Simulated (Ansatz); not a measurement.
Two isomers of CH8O3Si2: A = `CO[SiH](O)O[SiH3]`, B = `C[SiH](O)[SiH](O)O`.

Computed with Ansatz on PBE0-D4/def2-TZVP structures; ΔE is electronic, products minus reactants. CCSD(T)/CBS adds triple-zeta CCSD(T) − MP2 to the extrapolated MP2 energy (def2 sets, frozen cores). DFT in def2-TZVPP. B3LYP here is the variant with VWN-RPA as its local correlation; programs differ in this. Each species was taken in one conformer, which may not be the lowest.

A:

```xyz
14

C    -0.716    1.073   -1.996
O     0.431    0.522   -1.388
Si    0.418   -0.815   -0.454
O     1.969   -1.127   -0.058
O    -0.426   -0.610    0.915
Si   -0.282   -0.116    2.473
H    -1.352    1.569   -1.258
H    -0.393    1.812   -2.732
H    -1.309    0.308   -2.511
H    -0.223   -1.929   -1.183
H     2.646   -0.791   -0.645
H    -1.638    0.238    2.960
H     0.274   -1.210    3.307
H     0.601    1.075    2.569
```

B:

```xyz
14

C     1.028    0.006    1.920
Si    0.869    0.039    0.058
O     1.074   -1.476   -0.608
Si   -1.308    0.495   -0.696
O    -1.161    1.500   -1.993
O    -1.975   -0.967   -1.064
H     0.294   -0.667    2.368
H     0.863    1.008    2.328
H     2.026   -0.318    2.229
H     1.900    0.973   -0.483
H     1.949   -1.866   -0.589
H    -2.250    1.097    0.286
H    -1.967    1.807   -2.412
H    -1.341   -1.632   -1.346
```

Q: Which isomer does CCSD(T)/CBS put lower? Give the gap. (Estimate.)

A: The calculation gave: A, by 53.0 kJ/mol.

Q: Give E(B) − E(A) in kJ/mol with PBE0-D4, CCSD(T)/def2-TZVPP, B3LYP, B2PLYP, r2SCAN-D4, MP2/def2-TZVPP, ωB97M-V. (An estimate is asked.)

A: Computed: PBE0-D4 36.1, CCSD(T)/def2-TZVPP 57.8, B3LYP 59.0, B2PLYP 60.4, r2SCAN-D4 47.9, MP2/def2-TZVPP 56.1, ωB97M-V 54.9. None reverses the order clearly.

Largest T1 diagnostic: 0.012.

In def2-TZVPP, CCSD(T) changes the Hartree–Fock value by −42.9 kJ/mol (the triples alone add −5.4 kJ/mol) and MP2 by −44.6 kJ/mol. From PBE to PBE0 (25 % exact exchange), in def2-TZVPP and without D4, E(B) − E(A) moves by +11.3 kJ/mol.
